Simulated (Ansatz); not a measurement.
Isolated molecules relaxed with PBE0-D4/def2-TZVP in Ansatz; ΔE leaves out vibrations. CCSD(T)/CBS adds triple-zeta CCSD(T) − MP2 to the extrapolated MP2 energy (def2 sets, frozen cores). This one scheme is used for every species. Functionals use def2-TZVPP. For Br, Ga outer-core shells are correlated without core-valence functions, which leaves a few kJ/mol of doubt a bond. Scalar relativity is left out up to krypton. Each species was taken in one conformer, which may not be the lowest.

Consider the hydrogenolysis of a Ga–C bond: `O[CH2][GaH][Br]` + H₂ → `[GaH2][Br]` + CH₃OH.

```csv
level,ΔE (kJ/mol)
PBE0-D4,-39.1
LC-ωPBE,-44.6
```

**Question.** What does CCSD(T)/CBS give? (Estimate.)

**Answer.** Computed: -33.7 kJ/mol. The listed levels differ from it by -5.4, -10.9 kJ/mol.

Largest T1 diagnostic among the species: 0.011.

From r2SCAN to r2SCAN0 (25 % exact exchange), in def2-TZVPP and without D4, ΔE moves by −4.8 kJ/mol. The D4 term adds +8.9 kJ/mol with B3LYP and +4.9 kJ/mol with PBE0; it sums over pairs of atoms, weighted by their polarisabilities, and B3LYP, whose exchange is more repulsive, gets the larger term.

CCSD(T)/CBS has its own doubt, a few kJ/mol and more with outer-core shells, so smaller differences from it don't rank the levels.

B3LYP here is the variant with VWN-RPA as its local correlation; programs differ in this.
